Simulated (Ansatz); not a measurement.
Molecule: dichloro(difluoro)silane, sum formula SiCl$_{2}$F$_{2}$, charge 0, multiplicity 1. 
Coordinates optimised at B3LYP-D3(BJ)/def2-TZVP (Ansatz, a program for electronic structure):
SMILES: F[Si](F)(Cl)Cl
```xyz
5

Si    -0.0174    -0.3276     0.0117
F      0.0230    -1.2155     1.3135
F     -0.1563    -1.2966    -1.2238
Cl    -1.6227     0.8923     0.0862
Cl     1.7076     0.7074    -0.1433
```
Charge 0, spin multiplicity 1.

Property: atomisation energy (electronic, to ground-state atoms); the coupled-cluster value holds the core correlation from cc-pwCVTZ, in kcal/mol. Valence correlation only, unless marked. Open shells are spin-unrestricted. No spin-orbit coupling. No relativistic terms. CBS(X,Y): correlation extrapolated as X^-3; Hartree-Fock from the larger set (for Q and 5 zeta extrapolated as (X+1)exp(-9√X)).

Level to compare with: CCSD(T)/CBS(cc-pV(Q+d)Z,cc-pV(5+d)Z) plus the core term (Ansatz), 483.5 kcal/mol. It is a level with limits of its own, and the differences hold the functionals' basis error too.

**Question.** Rank these functionals by how close they come to CCSD(T)/CBS(cc-pV(Q+d)Z,cc-pV(5+d)Z), closest first: B97M-V/def2-TZVPD (Ansatz); wB97X-V/def2-TZVPD (Ansatz); SVWN5/def2-TZVPD (Ansatz).

**Answer.** B97M-V/def2-TZVPD (meta-GGA with VV10, 480.9 kcal/mol, difference -2.6), wB97X-V/def2-TZVPD (range-separated hybrid with VV10, 476.6 kcal/mol, difference -6.9), SVWN5/def2-TZVPD (LDA, 547.7 kcal/mol, difference 64.2)
